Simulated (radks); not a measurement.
Q: These are the eigenvalues of the occupied orbitals of an atom or ion with whole-number occupations (eV). Method: Dirac Kohn-Sham, LDA (Slater exchange, VWN5 correlation), spin-unpolarised, spherical densities, point nucleus; computed with a radial shooting solver on a logarithmic mesh with Libxc functionals.

| orbital | eigenvalue |
|---|---|
| 1s1/2 | -19804.12 |
| 2s1/2 | -2813.056 |
| 2p1/2 | -2591.148 |
| 2p3/2 | -2484.768 |
| 3s1/2 | -493.6188 |
| 3p1/2 | -409.1252 |
| 3p3/2 | -391.5911 |
| 3d3/2 | -241.6275 |
| 3d5/2 | -238.3044 |
| 4s1/2 | -82.7055 |
| 4p1/2 | -58.5084 |
| 4p3/2 | -55.9486 |
| 4d3/2 | -21.1219 |

Which element is it, and in what charge state? The configuration may be excited. Open shells, if any, fill j = l - 1/2 first.

A: Z = 42, molybdenum, charge +2: Mo2+ in [Kr] 4d4. The list shows which subshells hold electrons but not how many an open one holds; the 1s level, -727.79 hartree, gives Z - s = 38.2 by -(Z - s)^2/2, which with screening and relativity narrows Z to a few neighbours, and the depths of the outer levels then fix element, charge and occupations together.
